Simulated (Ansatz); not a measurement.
Geometry optimisation, RKS PBE-D4/def2-SVP in Ansatz.

Input file:

```yaml
crystal:
  periodic: [false, false, false]
  atoms:
    - { symbol: B, position_ang: [-0.091208, 0.486698, -0.456404] }
    - { symbol: "N", position_ang: [-0.060635, -0.048321, 2.233916] }
    - { symbol: H, position_ang: [-0.728478, -0.159498, 3.008122] }
    - { symbol: H, position_ang: [0.864033, -0.300724, 2.608094] }
    - { symbol: F, position_ang: [1.182648, 0.110509, -0.590387] }
    - { symbol: H, position_ang: [-0.985873, -0.243548, -0.834244] }
    - { symbol: O, position_ang: [-0.305977, 1.788477, -0.021922] }
    - { symbol: H, position_ang: [-1.257172, 1.994321, -0.021098] }
    - { symbol: H, position_ang: [-0.014338, 0.971787, 2.016722] }
basis:
  gaussian: { orbitals: def2-SVP }
hamiltonian:
  xc: pbe
  dispersion: d4
relax:
  f_tol: 0.03
  max_steps: 50
```

Run as:

```bash
$ ansatz run input.yaml --threads 1 --pin off --max-ram 2048MiB --backend cpu --events-out ev --progress --plain --runs-dir out
```

Question: Where does it end, and by what steps?

Answer: It converged. After 19 steps the energy has fallen by 0.445 eV; H6 moved furthest, 0.71 Å. Joined: B1–N2 (2.74 → 1.67 Å).

| step | energy less start (eV) | largest force component (eV/Å) | accepted |
| --- | --- | --- | --- |
| 0 | 0.0000 | 0.606 | yes |
| 1 | -0.0366 | 1.175 | yes |
| 2 | -0.0831 | 1.415 | yes |
| 3 | -0.1887 | 1.204 | yes |
| 4 | -0.3085 | 0.766 | yes |
| 5 | -0.3467 | 0.712 | yes |
| 6 | -0.3731 | 0.539 | yes |
| 7 | -0.3845 | 0.451 | yes |
| 8 | -0.3810 | 1.334 | no |
| 9 | -0.4044 | 0.122 | yes |
| 10 | -0.4191 | 0.313 | yes |
| 11 | -0.4118 | 0.933 | no |
| 12 | -0.4269 | 0.205 | yes |
| 13 | -0.4361 | 0.155 | yes |
| 14 | -0.4265 | 0.428 | no |
| 15 | -0.4402 | 0.065 | yes |
| 16 | -0.4431 | 0.076 | yes |
| 17 | -0.4434 | 0.097 | yes |
| 18 | -0.4445 | 0.226 | yes |
| 19 | -0.4454 | 0.020 | yes |

```xyz
9
Properties=species:S:1:pos:R:3
B -0.159 0.448 0.227
N 0.042 0.166 1.866
H -0.864 0.017 2.331
H 0.646 -0.649 2.034
F 1.156 0.369 -0.263
H -0.874 -0.489 -0.172
O -0.728 1.760 0.254
H -1.102 1.977 -0.615
H 0.485 1.001 2.280
```

Whether the end is a true minimum wasn't checked by a vibrational analysis.

The run took 80 s on 1 thread of Arm Neoverse N1 (shared host), peak memory 0.14 GiB.
